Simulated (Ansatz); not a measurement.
`[OH][Al]([Br])[O][SiH3]` at its PBE0-D4/def2-TZVP geometry, where that method's forces vanish. Charge 0, multiplicity 1.

```xyz
9

O     2.6026   -0.4905    1.0140
Al    1.2647    0.4553    0.6418
Br    1.3558    2.6311    1.1375
O    -0.1043   -0.1835   -0.0754
Si   -1.5946   -0.2296   -0.7341
H     2.6415   -1.4286    0.8335
H    -1.5132   -0.8197   -2.0956
H    -2.4822   -1.0722    0.1090
H    -2.1704    1.1376   -0.8307
```

(1) What forces (eV/Å) does PBE-D4/def2-TZVPP give on these atoms in the Gaussian-basis code of Ansatz? (An estimate is asked.)

## Answers

(1) Ansatz gave: 
```
O1   0.349  0.204  0.192
Al2 -0.001  0.209  0.045
Br3  0.018  0.209  0.051
O4   0.102 -0.165  0.012
Si5 -0.314  0.002 -0.135
H6   0.023 -0.448 -0.084
H7   0.001 -0.064 -0.148
H8  -0.102 -0.091  0.085
H9  -0.076  0.145 -0.017
```
